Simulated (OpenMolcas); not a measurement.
Re6+ with 6 ligands (fluoride) in octahedral coordination (Oh). Ligand basis ANO-RCC-VDZP.

```yaml
Program: OpenMolcas 26.06
Method: "SS-CASPT2, IPEA 0.25 Eh, imaginary shift 0.1 Eh (closed shells correlated: 5s 5p and the ligand valence shells)"
Basis: ANO-RCC-VTZP [8s7p5d3f2g1h]
Scalar_Hamiltonian: DKH2, point nucleus
Active_space: 1 electron in 5 orbitals (5d)
State_averaging: 2S+1 = 2 even, 5 roots
Spin-orbit_coupling: state interaction with AMFI integrals over the reference wave functions
```

All ligands move together. At R = 1.79 Å the first state of the same spin is 51090 cm-1, and at R = 1.86 Å it is 44270 cm-1.

Problem. A third run gives 37610 cm-1. What distance was it run at?

Solution. With a power law R^-n the two known points give n = -ln(44270 / 51090) / ln(1.86 / 1.79) = 3.74. Then R = 1.79 × (51090 / 37610)^(1/3.74) = 1.943 Å. The run was at 1.95 Å, so the estimate is off by -0.007 Å.

Roots that are degenerate in the reference are averaged as groups; the widest CASPT2 spread within a group is 150 cm-1 (the 3-fold group of multiplicity 2 near 0 cm-1 above the lowest state of its run, R = 1.95). Shifts and gaps below about the spread of the groups concerned are not significant. Over all roots computed the reference weight is 0.69 in R = 1.79, 0.67 to 0.68 in R = 1.86, 0.65 to 0.66 in R = 1.95; a low but even weight reflects the number of correlated electrons. An orbital triplet at a regular site is open to Jahn-Teller coupling, which can distort the site and quench the lowest spin-orbit gaps and is left out. Ligand-to-metal charge-transfer states are missing. With one d shell and no ligand orbital active, 10Dq can be off by a tenth or more. The least metal-like active orbital is 66 % on the metal (Löwdin) and no ligand orbital is active, so the numbers are rough (holds for R = 1.79; R = 1.95). The least metal-like active orbital is 67 % on the metal (Löwdin) and no ligand orbital is active, so the numbers are rough (holds for R = 1.86). No measured value stands beside these numbers; the geometry is a model, was not optimised and need not be the one that this ion takes.
